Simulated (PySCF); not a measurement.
## Computed structure and properties of [WO3(OH)]−

System: [WO3(OH)]− (singlet); start: template (Cs). Method: PySCF 2.14.0, RKS r2SCAN, W def2-SVP with ECP60, O def2-SVP, H def2-SVP; non-relativistic Hamiltonian with scalar-relativistic core potentials where named; density fitting; no spin-orbit coupling.

Input of the relaxation:

```python
mol = gto.M(atom='''
W      0.01747    -0.01747     0.01574
O      0.88907     0.85413     0.88734
O     -0.85413    -0.88907     0.88734
O      0.88907    -0.88907    -0.85586
O     -1.01903     1.01903    -1.02076
H     -1.68153     1.68153    -1.25456''',
    basis={'W': 'def2-SVP', 'O': 'def2-SVP', 'H': 'def2-SVP'},
    ecp={'W': 'def2-SVP'},
    charge=-1, spin=0)
mf = dft.RKS(mol, xc='R2SCAN')
mf.grids.atom_grid = (50, 194)
mf = mf.density_fit()  # fitting sets: W def2-universal-JKFIT, O def2-universal-JKFIT, H def2-universal-JKFIT
mf.conv_tol = 1e-08; mf.max_cycle = 55
mf.kernel(dm0)  # dm0: converged density of the start geometry
# quasi-Newton relaxation in Cartesian coordinates to a largest gradient under 0.00045 Eh/bohr, steps kept in the point group
```

Run from Python with OMP_NUM_THREADS=2; the lines above give its settings. Where DIIS fails, smearing, a level shift and second-order steps follow.
It took 55 s on 2 threads of Arm Neoverse V1, with other jobs on the host, from the converged density of the start.

Course of the relaxation:

| step | energy above end (eV) | largest force component within the symmetry (eV/Å) |
| --- | --- | --- |
| 0 | 8.4012 | 15.253 |
| 1 | 0.6420 | 3.555 |
| 2 | 0.1747 | 0.644 |
| 3 | 0.1545 | 0.481 |
| 4 | 0.1219 | 0.531 |
| 5 | 0.1007 | 0.615 |
| 6 | 0.0554 | 0.603 |
| 7 | 0.0247 | 0.371 |
| 8 | 0.0243 | 0.818 |
| 9 | 0.0066 | 0.098 |
| 10 | 0.0033 | 0.096 |
| 11 | 0.0002 | 0.081 |
| 12 | 0.0001 | 0.030 |
| 13 | 0.0000 | 0.006 |

Relaxed geometry (Cs):

```xyz
6

W     0.0084   -0.0084   -0.0601
O     0.9412    1.0788    0.9606
O    -1.0788   -0.9412    0.9606
O     1.0774   -1.0774   -0.9564
O    -1.0448    1.0448   -1.3286
H    -1.6624    1.6624   -0.9170
```

| contact | Å |
| --- | --- |
| W1–O2 (O) | 1.759 |
| W1–O3 (O) | 1.759 |
| W1–O4 (O) | 1.758 |
| W1–O5 (OH) | 1.956 |

On the finer grid (75, 302):

```
HOMO                                                         : -1.50 eV
LUMO                                                         : 3.93 eV
Dipole about the centre of mass                              : 3.28 D
Set of Mulliken populations of W1 outside the core potential : s 2.42, p 6.45, d 4.03, f 0.22
D3(BJ) dispersion energy (not in the energies)               : -0.031 eV
```

```csv
atom,Mulliken (e),Löwdin (e),spin (e)
W1,0.89,0.09,0.00
O2,-0.52,-0.32,0.00
O3,-0.52,-0.32,0.00
O4,-0.52,-0.31,0.00
O5,-0.52,-0.24,0.00
H6,0.20,0.09,0.00
```

No frequency check is given for this geometry.

Rigid scan of O along the line from its metal:

| distance to O2 (Å) | energy (eV) |
| --- | --- |
| 1.46 | 3.603 |
| 1.56 | 1.325 |
| 1.66 | 0.276 |
| 1.76 | 0.000 |
| 1.86 | 0.197 |
| 1.96 | 0.672 |
| 2.06 | 1.298 |
| 2.21 | 2.351 |

Taking off one OH (charge -1, singlet; the rest: singlet) in vacuum, both parts rigid, costs 8.58 eV; the small basis without counterpoise inflates it.

Rigid scan of OH along the line from its metal:

(distance to O5 (Å), energy (eV)): (1.66, 1.762), (1.76, 0.652), (1.86, 0.137), (1.96, 0.000), (2.06, 0.099), (2.16, 0.342), (2.36, 1.027), (2.66, 2.136), (3.06, 3.355), (3.56, 4.359)

One start shape was tried, so this needn't be the lowest isomer.
